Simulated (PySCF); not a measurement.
# Cost of response and excited-state runs on C4H8AlFO, triplet

Geometry (Å), atoms numbered from 1 in this order:
```xyz
15

C     2.1016    0.4255    1.1477
O     0.8639    0.5057    0.4804
C     0.3837   -0.7040   -0.1278
C    -1.0014   -0.4353   -0.4796
C    -2.1165   -1.3655   -0.1706
Al   -0.4982    1.5095   -0.3892
F    -1.1550    2.6440    0.6250
H     2.3720    1.4334    1.4593
H     2.0202   -0.2207    2.0266
H     2.8703    0.0282    0.4782
H     1.0758   -1.0499   -0.9026
H    -2.0994   -1.7039    0.8693
H    -3.0805   -0.9092   -0.3837
H    -2.0127   -2.2581   -0.7969
H     0.2719    2.1084   -1.5702
```

PySCF with density fitting, on 1 thread of an Arm Neoverse V2, shared host. Command: `OMP_NUM_THREADS=1 python excited_run.py task.json out`

(1) How long does each of these runs take, and how much memory?
- open-shell absorption, M06-2X/def2-SVP; 8 states; spin flip
- open-shell absorption, PBE0/def2-SVPD; 10 states; Tamm-Dancoff; writes grids
- open-shell absorption, OLYP/3-21G; 25 states; full response

Results:

(1) 
```
                  run            level  basis functions  wall time  peak memory (GiB)
open-shell absorption  M06-2X/def2-SVP              142       29 s               0.58
open-shell absorption   PBE0/def2-SVPD              214       69 s               0.74
open-shell absorption       OLYP/3-21G               83       27 s               0.45
```
Times from a shared host are rough.
